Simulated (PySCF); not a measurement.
Isomers of C5H12O2Si, from PySCF 2.14.0, PBE0-D3(BJ)/def2-SVP geometry optimisation, gas phase. One conformer each, no zero-point energy, no frequencies.

Question: Which isomer lies lower at this level?
A. `[CH3:1][CH2:2][O:3][Si@H:4]1[CH2:5][CH2:6][CH2:7][O:8]1` with C1–C2–O3–Si4 -161°, C2–O3–Si4–C5 179°, O3–Si4–C5–C6 93°, Si4–C5–C6–C7 37°, C5–C6–C7–O8 -38°, C6–C7–O8–Si4 19°: A = 3841, B = 920.9, C = 865.5 MHz, dipole 0.74 D
B. `[CH3:1][CH2:2][CH2:3][CH2:4][C:5](=[O:6])[O:7][SiH3:8]` with C1–C2–C3–C4 180°, C2–C3–C4–C5 178°, C3–C4–C5–O6 -7°, C4–C5–O7–Si8 178°: A = 7405, B = 556.9, C = 528.3 MHz, dipole 1.49 D

Answer: A. That is `CCO[Si@H]1CCCO1`, 15.3 kcal/mol below the other.

| SMILES | mapped SMILES | E (Eh) | relative (kcal/mol) | relative (kJ/mol) | dipole (D) |
| --- | --- | --- | --- | --- | --- |
| CCO[Si@H]1CCCO1 | [CH3:1][CH2:2][O:3][Si@H:4]1[CH2:5][CH2:6][CH2:7][O:8]1 | -636.92009 | 0.0 | 0.0 | 0.74 |
| CCCCC(=O)O[SiH3] | [CH3:1][CH2:2][CH2:3][CH2:4][C:5](=[O:6])[O:7][SiH3:8] | -636.89572 | 15.3 | 64.0 | 1.49 |

As drawn, the lower has an Si–C bond, which the higher lacks; the higher has a C=O bond and a C(=O)–O unit, which the lower lacks.
